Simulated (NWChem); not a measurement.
System: CH4AlClFN; SMILES [Cl][Al]([NH]C)[F]

Input file for NWChem:

```
start job
memory heap 200 mb stack 900 mb global 1100 mb
geometry units angstroms noautosym nocenter noautoz
  Al    -0.243509     0.113647     0.000000
  Cl     0.497403     2.065125     0.000000
  F     -1.885112    -0.124479     0.000000
  N      0.841400    -1.266444     0.000000
  C      0.501827    -2.673034     0.000000
  H      1.843539    -1.104145     0.000000
  H      0.887338    -3.201430     0.890700
  H      0.887338    -3.201430    -0.890700
  H     -0.591265    -2.800095     0.000000
end
basis spherical
  Al library def2-svp
  Cl library def2-svp
  F library def2-svp
  N library def2-svp
  C library def2-svp
  H library def2-svp
end
dft
  xc b3lyp
  iterations 150
  mulliken
end
task dft energy
esp
  recalculate
  probe 0.07
  range 0.3
  factor 1.0
  spacing 0.02
end
task esp
```

Output (shortened):

```
             Northwest Computational Chemistry Package (NWChem) 7.3.0
             --------------------------------------------------------

                             Geometry "geometry" -> ""
                             -------------------------

 Output coordinates in angstroms (scale by  1.889725989 to convert to a.u.)

  No.       Tag          Charge          X              Y              Z
 ---- ---------------- ---------- -------------- -------------- --------------
    1 Al                  13.0000    -0.24350900     0.11364700     0.00000000
    2 Cl                  17.0000     0.49740300     2.06512500     0.00000000
    3 F                    9.0000    -1.88511200    -0.12447900     0.00000000
    4 N                    7.0000     0.84140000    -1.26644400     0.00000000
    5 C                    6.0000     0.50182700    -2.67303400     0.00000000
    6 H                    1.0000     1.84353900    -1.10414500     0.00000000
    7 H                    1.0000     0.88733800    -3.20143000     0.89070000
    8 H                    1.0000     0.88733800    -3.20143000    -0.89070000
    9 H                    1.0000    -0.59126500    -2.80009500     0.00000000

 Effective nuclear repulsion energy (a.u.)     267.5492905505

                                 NWChem DFT Module
                                 -----------------

 Summary of "ao basis" -> "ao basis" (spherical)
 ------------------------------------------------------------------------------
       Tag                 Description            Shells   Functions and Types
 ---------------- ------------------------------  ------  ---------------------
 Al                         def2-svp                 8       18   4s3p1d
 Cl                         def2-svp                 8       18   4s3p1d
 F                          def2-svp                 6       14   3s2p1d
 N                          def2-svp                 6       14   3s2p1d
 C                          def2-svp                 6       14   3s2p1d
 H                          def2-svp                 3        5   2s1p

            General Information
            -------------------
          SCF calculation type: DFT
          Wavefunction type:  closed shell.
          No. of atoms     :     9
          No. of electrons :    56
           Alpha electrons :    28
            Beta electrons :    28
          Charge           :     0
          Spin multiplicity:     1
          Use of symmetry is: off; symmetry adaption is: off
          Maximum number of iterations: 150
          AO basis - number of functions:    98
                     number of shells:    46
          Convergence on energy requested:  1.00D-06
          Convergence on density requested:  1.00D-05
          Convergence on gradient requested:  5.00D-04

              XC Information
              --------------
                         B3LYP Method XC Potential
                     Hartree-Fock (Exact) Exchange  0.200
                        Slater Exchange Functional  0.800 local
                    Becke 1988 Exchange Functional  0.720 non-local
              Lee-Yang-Parr Correlation Functional  0.810
                  VWN I RPA Correlation Functional  0.190 local

             Grid Information
             ----------------
          Grid used for XC integration:  medium
          Radial quadrature: Mura-Knowles
          Angular quadrature: Lebedev.
          Tag              B.-S. Rad. Rad. Pts. Rad. Cut. Ang. Pts.
          ---              ---------- --------- --------- ---------
          Al                  1.25       88          10.0       590
          Cl                  1.00       88          13.0       590
          F                   0.50       49          11.0       434
          N                   0.65       49           9.0       434
          C                   0.70       49          11.0       434
          H                   0.35       45          12.0       434
          Grid pruning is: on
          Number of quadrature shells:   503
          Spatial weights used:  Erf1

      Superposition of Atomic Density Guess
      -------------------------------------

 Sum of atomic energies:        -894.27355593

      Non-variational initial energy
      ------------------------------

 Total energy =    -895.877444
 1-e energy   =   -1768.956602
 2-e energy   =     605.529867
 HOMO         =      -0.307752
 LUMO         =      -0.028972

     ---------------------------------------------
      Total Density - Mulliken Population Analysis
     ---------------------------------------------

    Atom       Charge   Shell Charges
 -----------   ------   -------------------------------------------------------
    1 Al  13    11.52   2.00  1.99  0.59  0.05  5.93  0.50  0.23  0.23
    2 Cl  17    17.44   2.00  1.99  1.22  0.71  5.94  2.17  3.39  0.01
    3 F    9     9.67   1.99  1.15  0.79  3.56  2.18  0.00
    4 N    7     7.85   1.99  1.03  0.49  2.58  1.76  0.01
    5 C    6     6.01   1.99  0.93  0.20  1.93  0.93  0.04
    6 H    1     0.74   0.59  0.11  0.04
    7 H    1     0.92   0.69  0.21  0.02
    8 H    1     0.92   0.69  0.21  0.02
    9 H    1     0.92   0.68  0.21  0.02

   convergence    iter        energy       DeltaE   RMS-Dens  Diis-err
 ---------------- ----- ----------------- --------- --------- ---------
 d= 0,ls=0.0,diis     1   -897.4914168190 -1.17D+03  1.33D-02  7.75D-01
 d= 0,ls=0.0,diis     2   -897.4449126027  4.65D-02  7.08D-03  1.48D+00
 d= 0,ls=0.0,diis     3   -897.5755447857 -1.31D-01  1.19D-03  2.74D-02
 d= 0,ls=0.0,diis     4   -897.5773224412 -1.78D-03  5.31D-04  4.65D-03
 d= 0,ls=0.0,diis     5   -897.5778833497 -5.61D-04  1.07D-04  2.05D-04
  Resetting Diis
 d= 0,ls=0.0,diis     6   -897.5779016040 -1.83D-05  4.39D-05  3.20D-05
 d= 0,ls=0.0,diis     7   -897.5779055046 -3.90D-06  1.55D-05  1.01D-06
 d= 0,ls=0.0,diis     8   -897.5779054119  9.27D-08  9.19D-06  1.79D-06

         Total DFT energy =     -897.577905411915
      One electron energy =    -1773.402882747969
           Coulomb energy =      679.664611693078
    Exchange-Corr. energy =      -71.388924907570
 Nuclear repulsion energy =      267.549290550546

 Numeric. integr. density =       56.000000651117

                       DFT Final Molecular Orbital Analysis
                       ------------------------------------

 Vector   26  Occ=2.000000D+00  E=-3.311880D-01
              MO Center=  4.2D-01,  1.9D+00,  7.2D-09, r^2= 1.6D+00
   Bfn.  Coefficient  Atom+Function         Bfn.  Coefficient  Atom+Function
  ----- ------------  ---------------      ----- ------------  ---------------
    31      0.614083  2 Cl pz                28      0.454304  2 Cl pz
    25      0.265694  2 Cl pz                42      0.093196  3 F  pz
    13      0.092349  1 Al pz                10      0.073900  1 Al pz
    45     -0.071926  3 F  pz                15      0.046925  1 Al d -1
     7     -0.045266  1 Al pz                56     -0.040374  4 N  pz

 Vector   27  Occ=2.000000D+00  E=-3.246930D-01
              MO Center=  4.3D-01,  1.9D+00, -6.1D-10, r^2= 1.7D+00
   Bfn.  Coefficient  Atom+Function         Bfn.  Coefficient  Atom+Function
  ----- ------------  ---------------      ----- ------------  ---------------
    29      0.572512  2 Cl px                26      0.428995  2 Cl px
    23      0.249791  2 Cl px                30     -0.228755  2 Cl py
    27     -0.171335  2 Cl py                24     -0.099747  2 Cl py
    11      0.091668  1 Al px                41     -0.091640  3 F  py
    44      0.069441  3 F  py                55      0.065397  4 N  py

 Vector   28  Occ=2.000000D+00  E=-2.517581D-01
              MO Center=  7.4D-01, -1.4D+00,  8.3D-10, r^2= 2.0D+00
   Bfn.  Coefficient  Atom+Function         Bfn.  Coefficient  Atom+Function
  ----- ------------  ---------------      ----- ------------  ---------------
    56      0.518100  4 N  pz                59     -0.447326  4 N  pz
    84      0.181862  7 H  s                 89     -0.181862  8 H  s
    70      0.152590  5 C  pz                85      0.125529  7 H  s
    90     -0.125529  8 H  s                 31      0.121422  2 Cl pz
    13     -0.120495  1 Al pz                10     -0.108024  1 Al pz

 Vector   29  Occ=0.000000D+00  E=-2.416235D-02
              MO Center= -2.0D-01,  1.3D-01, -1.5D-08, r^2= 4.7D+00
   Bfn.  Coefficient  Atom+Function         Bfn.  Coefficient  Atom+Function
  ----- ------------  ---------------      ----- ------------  ---------------
     4      1.228228  1 Al s                 53     -0.489412  4 N  s
    22     -0.318409  2 Cl s                 30      0.287904  2 Cl py
    39     -0.241186  3 F  s                  2      0.210324  1 Al s
    21     -0.172919  2 Cl s                 52     -0.171202  4 N  s
    67     -0.171089  5 C  s                 27      0.140827  2 Cl py

 Vector   30  Occ=0.000000D+00  E= 5.572336D-03
              MO Center= -1.8D-01,  1.1D-01,  1.8D-08, r^2= 4.3D+00
   Bfn.  Coefficient  Atom+Function         Bfn.  Coefficient  Atom+Function
  ----- ------------  ---------------      ----- ------------  ---------------
    13      0.822737  1 Al pz                10      0.340296  1 Al pz
    31     -0.278027  2 Cl pz                59     -0.260537  4 N  pz
    56      0.231180  4 N  pz                42      0.179468  3 F  pz
     7     -0.174520  1 Al pz                45     -0.168117  3 F  pz
    28     -0.149074  2 Cl pz                85      0.143138  7 H  s

 Vector   31  Occ=0.000000D+00  E= 5.720825D-02
              MO Center=  6.2D-01, -2.1D+00,  3.4D-09, r^2= 6.6D+00
   Bfn.  Coefficient  Atom+Function         Bfn.  Coefficient  Atom+Function
  ----- ------------  ---------------      ----- ------------  ---------------
    67      1.965303  5 C  s                 85     -0.987304  7 H  s
    90     -0.987304  8 H  s                 95     -0.635581  9 H  s
    80     -0.630448  6 H  s                 12      0.503921  1 Al py
    22     -0.333339  2 Cl s                 72     -0.310693  5 C  py
    53      0.271771  4 N  s                 11      0.249554  1 Al px

     ---------------------------------------------
      Total Density - Mulliken Population Analysis
     ---------------------------------------------

    Atom       Charge   Shell Charges
 -----------   ------   -------------------------------------------------------
    1 Al  13    12.16   2.00  1.98  0.69 -0.03  5.92  0.82  0.40  0.37
    2 Cl  17    17.29   2.00  1.98  1.27  0.68  5.93  2.16  3.25  0.01
    3 F    9     9.40   1.99  1.12  0.81  3.35  2.12  0.00
    4 N    7     7.46   1.99  0.98  0.48  2.47  1.53  0.01
    5 C    6     5.88   1.98  0.90  0.09  2.10  0.76  0.04
    6 H    1     0.87   0.72  0.11  0.04
    7 H    1     0.99   0.75  0.22  0.02
    8 H    1     0.99   0.75  0.22  0.02
    9 H    1     0.98   0.75  0.21  0.02

     -------------------------------------------
      Total Density - Lowdin Population Analysis
     -------------------------------------------

    Atom       Charge   Shell Charges
 -----------   ------   -------------------------------------------------------
    1 Al  13    12.65   2.00  1.92  0.50  0.18  5.81  0.96  0.65  0.62
    2 Cl  17    17.05   2.00  1.96  1.04  0.77  5.82  2.27  3.17  0.01
    3 F    9     9.22   1.98  1.01  0.77  3.22  2.25  0.00
    4 N    7     7.22   1.97  0.72  0.43  2.29  1.78  0.03
    5 C    6     5.98   1.96  0.57  0.30  1.86  1.18  0.10
    6 H    1     0.93   0.60  0.20  0.13
    7 H    1     0.99   0.65  0.27  0.06
    8 H    1     0.99   0.65  0.27  0.06
    9 H    1     0.97   0.65  0.26  0.06

     Multipole analysis of the density
     ---------------------------------

     L   x y z        total         alpha         beta         nuclear
     -   - - -        -----         -----         ----         -------
     0   0 0 0     -0.000000    -28.000000    -28.000000     56.000000

     1   1 0 0      0.696994      0.110450      0.110450      0.476094
     1   0 1 0     -0.716908     -0.598273     -0.598273      0.479637
     1   0 0 1      0.000000      0.000000      0.000000      0.000000

     2   2 0 0    -32.979129   -103.532962   -103.532962    174.086795
     2   1 1 0     -1.388260      3.509735      3.509735     -8.407731
     2   1 0 1     -0.000000     -0.000000     -0.000000      0.000000
     2   0 2 0    -31.762945   -295.252554   -295.252554    558.742163
     2   0 1 1      0.000000      0.000000      0.000000      0.000000
     2   0 0 2    -29.618838    -17.642510    -17.642510      5.666183

                     NWChem Electrostatic Potential Fit Module
                     -----------------------------------------

 Atom parameters

 Number of atoms is                                    9
 Number of basis functions is                         98

 Grid parameters

 Maximum number of grid points is                  39155
 Number of grid points is                          39154
 Grid range                                     0.300000 nm
 Grid spacing                                   0.020000 nm
 Probe radius                                   0.070000 nm
 Atom radius factor                             1.000000

 Atomic radii

    1    0.100000
    6    0.147000
    7    0.140000
    9    0.128000
   13    0.195000
   17    0.169000
 FASTESP  F
  using M.O. file = ./job.movecs

    Atom              Coordinates                           Charge

                                                  ESP

    1 Al   -0.024351    0.011365    0.000000    0.909556
    2 Cl    0.049740    0.206513    0.000000   -0.305144
    3 F    -0.188511   -0.012448    0.000000   -0.389470
    4 N     0.084140   -0.126644    0.000000   -0.711840
    5 C     0.050183   -0.267303    0.000000    0.369277
    6 H     0.184354   -0.110415    0.000000    0.263129
    7 H     0.088734   -0.320143    0.089070   -0.055566
    8 H     0.088734   -0.320143   -0.089070   -0.055202
    9 H    -0.059127   -0.280010    0.000000   -0.024740
                                            ------------
                                               -0.000000

 Dipole moment                                  1.047008

 Quadrupole moment Qxx                         -3.049554
                   Qyy                         -5.197402
                   Qzz                          8.246955

 RMS deviation kJ/mol                           0.065690

 RRMS %                                        30.565777
```

Level: B3LYP/def2-SVP. Geometry: optimised at PBE0/def2-SVP. B3LYP is NWChem's, with the RPA form of VWN correlation.
